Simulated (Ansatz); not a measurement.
`C[Si](C)(O)Cl` + H₂O → `C[Si](C)(O)O` + HCl at 400 K and 1 bar (formal hydrolysis of the Si–Cl bond).

Isolated molecules relaxed with PBE0-D4/def2-TZVP in Ansatz; ΔE leaves out vibrations. CCSD(T)/CBS is the MP2 limit (def2-TZVPP, def2-QZVPP) plus CCSD(T) − MP2 in def2-TZVPP, frozen cores. This one scheme is used for every species. One conformer a species, not always the lowest.

```json
{"species": "`C[Si](C)(O)Cl`", "CCSD(T)/CBS energy (Eh)": "-904.49412", "H − E (kJ/mol)": "273.9", "S (J/(mol·K))": "403.7"}
{"species": "H₂O", "CCSD(T)/CBS energy (Eh)": "-76.37941", "H − E (kJ/mol)": "69.8", "S (J/(mol·K))": "198.6"}
{"species": "`C[Si](C)(O)O`", "CCSD(T)/CBS energy (Eh)": "-520.48835", "H − E (kJ/mol)": "307.5", "S (J/(mol·K))": "408.1"}
{"species": "HCl", "CCSD(T)/CBS energy (Eh)": "-460.38127", "H − E (kJ/mol)": "29.6", "S (J/(mol·K))": "195.4"}
```

H − E and S are ideal-gas, rigid-rotor, harmonic terms from PBE0-D4/def2-TZVP, for one conformer and one mirror image of each species. 1 Eh = 2625.50 kJ/mol, R = 8.31446 J/(mol·K).

By hand: ΔE, ΔH, ΔS and ΔG.

ΔE = (-520.48835) + (-460.38127) − (-904.49412) − (-76.37941) = 0.00391 Eh = 10.3 kJ/mol. Δ(H − E) = 307.5 + 29.6 − 273.9 − 69.8 = -6.6, so ΔH = 3.7 kJ/mol. ΔS = 408.1 + 195.4 − 403.7 − 198.6 = 1.2 J/(mol·K). ΔG = 3.7 − 400 × (1.2)/1000 = 3.2 kJ/mol.

By hand: the equilibrium constant, and the temperature at which ΔG would vanish if ΔH and ΔS stayed fixed.

log₁₀ K = −ΔG/(RT ln 10) = -0.4. ΔG = 0 at ΔH/ΔS = 3083 K, far beyond where these terms or the molecules hold.

The number of gas molecules stays the same, so ΔS is small and ΔH decides. The sign of ΔG lies within the doubt. A doubt of 5 kJ/mol in ΔE shifts log₁₀ K by 0.7 here. Other conformers and mirror images would add mixing entropy, several J/(mol·K) or more a flexible species. These are equilibria of isolated gas molecules and say nothing of rates. Largest T1 diagnostic: 0.010 (customary marks: 0.02 for closed shells, 0.045 for open ones).
